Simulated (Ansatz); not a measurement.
Computed with PBE0-D4/def2-TZVP in Ansatz (a quantum-chemistry and plane-wave program). No frequencies were computed at this level.

Ansatz 0.2 input:
```yaml
crystal:
  periodic: [false, false, false]
  atoms:
    - { symbol: O, position_ang: [0.967076, 0.502116, 0.461924] }
    - { symbol: B, position_ang: [0.086133, -0.392611, -0.061354] }
    - { symbol: O, position_ang: [-1.107749, 0.137488, -0.441287] }
    - { symbol: H, position_ang: [1.822146, 0.191982, 0.749684] }
    - { symbol: H, position_ang: [-1.767606, -0.438977, -0.818111] }
basis:
  gaussian: { orbitals: def2-tzvp }
hamiltonian:
  xc: pbe0
  dispersion: d4
relax:
  max_steps: 150
magnetization:
  spin_polarized: true
  initial_magnetization: 1
```

Output:

```
Functional definition: PBE0
559 factors; their error is unknown
mean field evaluation 1: about -4793.4577 eV, gradient 4.7e1 eV
mean field evaluation 2: about -4782.1163 eV, gradient 7.3e1 eV
mean field evaluation 4: about -4800.3072 eV, gradient 1.4e0 eV
mean field evaluation 8: about -4800.3281 eV, gradient 1.9e-1 eV
mean field evaluation 16: about -4800.3282 eV, gradient 3.3e-5 eV
mean field -4800.32822825 eV, -176.4088086090 hartree, gradient 3.3e-5 eV, S^2 0.752401; 0 other end points of the search recorded, 0 dependent functions left out
reference -4800.32825449 eV, -176.4088095732 hartree; 12, 11 occupied and 93, 94 virtual orbitals, 559 factors
relax step   1: F+E_penalty+E_count = -4800.36721561 eV  Δ(F+E_penalty+E_count) = +0.000e0 eV  max|allowed force component| = 9.115e-1 eV/Å  Δτ_max = 0.0000 Å  (27 SCF iters, accepted)
these checks for a lower state are left out or cut short: starts, cluster_reference, orbital_swaps, neighbouring_geometries, increment
559 factors; their error is unknown
mean field -4800.36297254 eV, -176.4100854380 hartree, gradient 1.4e-5 eV, S^2 0.752364; 0 other end points of the search recorded, 0 dependent functions left out
reference -4800.36299887 eV, -176.4100864054 hartree; 12, 11 occupied and 93, 94 virtual orbitals, 559 factors
relax step   2: F+E_penalty+E_count = -4800.40194137 eV  Δ(F+E_penalty+E_count) = -3.473e-2 eV  max|allowed force component| = 3.371e-1 eV/Å  Δτ_max = 0.0390 Å  (31 SCF iters, accepted)
these checks for a lower state are left out or cut short: starts, cluster_reference, orbital_swaps, neighbouring_geometries, increment
559 factors; their error is unknown
mean field -4800.38598090 eV, -176.4109309797 hartree, gradient 1.7e-5 eV, S^2 0.752335; 0 other end points of the search recorded, 0 dependent functions left out
reference -4800.38600726 eV, -176.4109319482 hartree; 12, 11 occupied and 93, 94 virtual orbitals, 559 factors
relax step   3: F+E_penalty+E_count = -4800.42495944 eV  Δ(F+E_penalty+E_count) = -2.302e-2 eV  max|allowed force component| = 2.067e-1 eV/Å  Δτ_max = 0.0570 Å  (30 SCF iters, accepted)
these checks for a lower state are left out or cut short: starts, cluster_reference, orbital_swaps, neighbouring_geometries, increment
559 factors; their error is unknown
mean field evaluation 32: about -4800.3761 eV, gradient 1.9e-3 eV
mean field -4800.38769843 eV, -176.4109940975 hartree, gradient 1.3e-5 eV, S^2 0.752346; 0 other end points of the search recorded, 0 dependent functions left out
reference -4800.38772475 eV, -176.4109950650 hartree; 12, 11 occupied and 93, 94 virtual orbitals, 559 factors
relax step   4: F+E_penalty+E_count = -4800.42667202 eV  Δ(F+E_penalty+E_count) = -1.713e-3 eV  max|allowed force component| = 5.843e-2 eV/Å  Δτ_max = 0.0117 Å  (31 SCF iters, accepted)
these checks for a lower state are left out or cut short: starts, cluster_reference, orbital_swaps, neighbouring_geometries, increment
559 factors; their error is unknown
mean field -4800.38782014 eV, -176.4109985704 hartree, gradient 1.5e-5 eV, S^2 0.752350; 0 other end points of the search recorded, 0 dependent functions left out
reference -4800.38784646 eV, -176.4109995375 hartree; 12, 11 occupied and 93, 94 virtual orbitals, 559 factors
relax step   5: F+E_penalty+E_count = -4800.42680193 eV  Δ(F+E_penalty+E_count) = -1.299e-4 eV  max|allowed force component| = 4.387e-3 eV/Å  Δτ_max = 0.0029 Å  (33 SCF iters, accepted)
559 factors; their error is unknown
mean field -4800.38782014 eV, -176.4109985704 hartree, gradient 6.2e-5 eV, S^2 0.752350; 1 other end points of the search recorded, 0 dependent functions left out
reference -4800.38784646 eV, -176.4109995375 hartree; 12, 11 occupied and 93, 94 virtual orbitals, 559 factors
Total energy: -4800.42682825 eV, -176.4124320919 hartree
Atom 0 at     0.980537     0.541170     0.475836 Å, force     0.002734    -0.002711     0.000574 eV/Å
Atom 1 at     0.064920    -0.295545    -0.051556 Å, force    -0.000964     0.004387     0.000414 eV/Å
Atom 2 at    -1.136557     0.169052    -0.448032 Å, force    -0.001373    -0.003447    -0.001195 eV/Å
Atom 3 at     1.795464     0.100241     0.720928 Å, force    -0.000586     0.000814    -0.000059 eV/Å
Atom 4 at    -1.704364    -0.514920    -0.806321 Å, force     0.000190     0.000957     0.000266 eV/Å
Dipole moment:     0.073838    -0.336111    -0.033822 e Å
```

Cost: roughly 13 core-seconds.
